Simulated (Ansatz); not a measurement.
CH5BBrNSi, SMILES `B[SiH](Br)N=C`, relaxed with RKS PBE-D4/def2-SVP in Ansatz from a rough embedded geometry. The force threshold is 0.03 eV/Å; the program also tests the step.

Charge 0, multiplicity 1.

Start:

```xyz
10

B     1.189    1.211    0.268
Si    0.535   -0.568    0.573
Br    2.279   -1.968    0.575
N    -0.562   -0.993   -0.809
C    -1.716   -0.402   -0.919
H     1.746    1.559   -0.671
H     0.968    2.075    1.116
H    -0.145   -0.649    1.828
H    -1.962    0.432   -0.248
H    -2.333   -0.697   -1.714
```

**Question.** By how much does the energy fall, and how many steps does the optimiser take? (Estimate.)

**Answer.** Ansatz gave: 0.88 eV, in 35 steps, 2 of them rejected.

**Question.** Which bonds change most? (Estimate.)

**Answer.** The calculation gave: Si2–Br3 from 2.235 to 2.449 Å; Si2–N4 from 1.815 to 1.713 Å; B1–H6 from 1.146 to 1.214 Å.

**Question.** Give the relaxed structure. (An estimate is asked.)

**Answer.** Computed: 
```xyz
10

B     1.633    1.051    0.373
Si    0.082   -0.016    0.936
Br    1.977   -1.132   -0.140
N    -1.398   -0.095    0.076
C    -1.896   -0.545   -1.000
H     1.551    1.639   -0.686
H     2.466    1.336    1.207
H    -0.134   -0.736    2.231
H    -2.939   -0.286   -1.294
H    -1.342   -1.215   -1.702
```
